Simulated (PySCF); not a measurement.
From one molecule to another.

First species: C₃HN₃S.
Geometry (GFN2-xTB, Å), atoms numbered from 1 in this order:
```xyz
8
C3HN3S angstrom
N      2.0671    0.2631    2.0714
C      1.2308    0.0794    1.3085
C      0.2135   -0.1438    0.3800
C     -0.1539    0.6291   -0.7115
N     -1.1792    0.1102   -1.3868
N     -1.6273   -0.9706   -0.9257
S     -0.8428   -1.5079    0.4187
H      0.3007    1.5500   -1.0237
```

Second species: o-cresol, C7H8O.
InChI=1S/C7H8O/c1-6-4-2-3-5-7(6)8/h2-5,8H,1H3

Levels: B3LYP/def2-SVPD for dipole moment, HOMO energy, LUMO energy, HOMO–LUMO gap, static isotropic polarisability and electronic spatial extent ⟨r²⟩ about the centre of nuclear charge; TDDFT B3LYP/def2-SVPD for lowest singlet excitation; TDA B3LYP/def2-SVPD for lowest triplet excitation (Tamm–Dancoff); GFN2-xTB for rotational constant A and rotational constant C. Geometries: GFN2-xTB. Each structure is a single optimised conformer of the isolated species, non-relativistic unless stated. Electronic properties by PySCF.

The conformers computed, where there is a choice (atom-mapped SMILES and torsion angles):
- `[CH3:1][c:2]1[cH:3][cH:4][cH:5][cH:6][c:7]1[OH:8]`: H–O8–C7–C6 180°

```
                                                         property   column X   column Y
                                                    dipole moment     1.70 D     0.63 D
                                                      HOMO energy   -6.26 eV   -7.97 eV
                                                      LUMO energy   -0.32 eV   -3.19 eV
                                                    HOMO–LUMO gap    5.94 eV    4.78 eV
                                        lowest singlet excitation    5.13 eV    3.52 eV
                         lowest triplet excitation (Tamm–Dancoff)    4.09 eV    2.97 eV
                                  static isotropic polarisability    85.0 au    69.8 au
electronic spatial extent ⟨r²⟩ about the centre of nuclear charge  895 bohr²  761 bohr²
                                            rotational constant A  3.283 GHz  5.823 GHz
                                            rotational constant C  1.338 GHz  1.413 GHz
```

Which column belongs to which species?

Column X is the second species and column Y the first. The first has 8 atoms and 56 electrons, the second 16 and 58.

How does each property change from the first species to the second?

dipole moment +1.07 D; HOMO energy +1.71 eV; LUMO energy +2.87 eV; HOMO–LUMO gap +1.16 eV; lowest singlet excitation +1.61 eV; lowest triplet excitation (Tamm–Dancoff) +1.12 eV; static isotropic polarisability +15.2 au; electronic spatial extent ⟨r²⟩ about the centre of nuclear charge +134 bohr²; rotational constant A -2.540 GHz; rotational constant C -0.075 GHz.

On the first: In wavenumbers S1 is 28400 cm⁻¹ (1 eV = 8065.54 cm⁻¹). The polarisability is 10.34 Å³ as a volume (1 au = 0.148185 Å³), or 1.25 au for each of the 56 electrons.

On the second: No computed singlet falls in the visible range (750 to 380 nm, 1.65 to 3.26 eV); S1 lies 1.87 eV above its blue end.
